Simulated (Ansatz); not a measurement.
C2HN, SMILES `[C-]#[N+][CH]` (excited singlet) (charge 0, multiplicity 1). This singlet is an excited state, 0.12 eV above the relaxed triplet at the level B3LYP/cc-pVTZ // PBE0-D3(BJ)/def2-TZVP (Ansatz, a quantum-chemistry and plane-wave program).

Cartesian coordinates (Å):
```xyz
4

C      1.6585    -0.1331    -0.1550
N      0.4874     0.0688    -0.0180
C     -0.7408     0.4661     0.1735
H     -1.4051    -0.4018    -0.0004
```
Charge 0, spin multiplicity 1.

Frozen-core energies in cc-pVTZ from Ansatz at a geometry from PBE0-D3(BJ)/def2-TZVP; the HF reference has <S^2> = 0.00 (restricted, and unstable towards unrestricted orbitals) and the T1 diagnostic is 0.019.

```
level    energy (Ha)
-------  -----------
HF        -130.65055
MP2       -131.10195
CCSD      -131.12343
CCSD(T)   -131.14910
```

Task: Estimate the energies of CCSDT and CCSDT(Q), and give each level's difference from CCSDT(Q).

Result: 
```tsv
level	energy (Ha)	difference from CCSDT(Q) (mHa)
MP2	-131.10195	49.81
CCSD	-131.12343	28.33
CCSD(T)	-131.14910	2.66
CCSDT	-131.14982	1.94
CCSDT(Q)	-131.15176	0.00
```
